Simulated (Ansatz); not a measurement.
The cluster LiCu4⁻. Charge -1, multiplicity 1. Geometry PBE-D4/def2-SVPD, basis def2-TZVPD, Ansatz.

```xyz
5

Li    1.146    0.706    0.470
Cu   -0.276   -1.157    0.930
Cu   -0.508    0.673   -1.252
Cu   -1.277    0.982    0.959
Cu    0.916   -1.204   -1.108
```

```tsv
run	HOMO (eV)	LUMO (eV)
A	-0.12	1.66
B	-0.07	1.51
C	0.26	1.29
D	-1.55	2.44
```

B3LYP takes the VWN-RPA correlation. No other spin state of charge -1 was run. The structure comes from a short search, and lower isomers may exist.

Problem. The runs used B3LYP, PBE0, r2SCAN, ωB97M-V. Estimate which is which.

Solution. A PBE0 (25 % exact exchange); B B3LYP (20 % exact exchange); C r2SCAN (0 % exact exchange); D ωB97M-V (range-separated). Exact exchange lowers occupied and raises empty levels; among semilocal functionals meta-GGAs tend to open the gap a little, and such runs are hard to tell apart. The gap grows from 1.03 eV (r2SCAN) to 3.99 eV (ωB97M-V). The restricted singlet is unstable towards broken spin symmetry in Hartree–Fock (as tested in another run); at PBE0-D4/def2-TZVPD, B3LYP-D4/def2-TZVPD, r2SCAN-D4/def2-TZVPD, ωB97M-V/def2-TZVPD this wasn't settled. At r2SCAN-D4/def2-TZVPD the highest occupied level of the charge -1 singlet lies above zero (up to 0.26 eV). The electron is either unbound and held by the finite basis, or the level is raised by self-interaction error.
